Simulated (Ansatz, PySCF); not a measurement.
Gas-phase reaction in SMILES: Cl[C]Cl -> Cl[C]Cl as doublet, charge -1 (an electron is taken up)
Structures are relaxed separately at B3LYP-D3(BJ)/def2-TZVP in Ansatz (a first-principles code). Unstable Hartree-Fock reference: Cl[C]Cl.

Wanted: adiabatic electron affinity (0 K, with B3LYP-D3(BJ) harmonic zero-point energies from PySCF), positive where the reaction releases energy, in eV. Correlated levels leave the core frozen unless marked. Open shells are spin-unrestricted. No spin-orbit coupling. No relativistic terms. Anions need diffuse functions: aug- sets have them; def2-D sets add few; the other sets have none. Basis-set limits of correlation are two-point, X^-3; Hartree-Fock from the larger set. [CCSD(T)-MP2]/basis is that difference in the basis named.

```
level                                                                             program  adiabatic electron affinity (eV)
-------------------------------------------------------------------------  --------------  --------------------------------
r2SCAN/def2-TZVPD                                                                  Ansatz                              1.76
PBE0-D3(BJ)/def2-TZVPD                                                     Ansatz + dftd3                              1.67
PBE0-D4/def2-TZVPD                                                         Ansatz + dftd4                              1.67
BHLYP/def2-TZVPD                                                                   Ansatz                              1.72
TPSSh/def2-TZVPD                                                                    PySCF                              1.72
LC-wPBE-D4/def2-TZVPD                                                      Ansatz + dftd4                              1.76
SCS-MP2/cc-pV(Q+d)Z                                                                Ansatz                              1.39
RI-MP2/CBS(aug-cc-pV(T+d)Z,aug-cc-pV(Q+d)Z)+[CCSD(T)-MP2]/aug-cc-pV(T+d)Z          Ansatz                               ___
```

Problem. Some entries are withheld; supply them.

Solution. 
- RI-MP2/CBS(aug-cc-pV(T+d)Z,aug-cc-pV(Q+d)Z)+[CCSD(T)-MP2]/aug-cc-pV(T+d)Z, adiabatic electron affinity (eV): 1.59
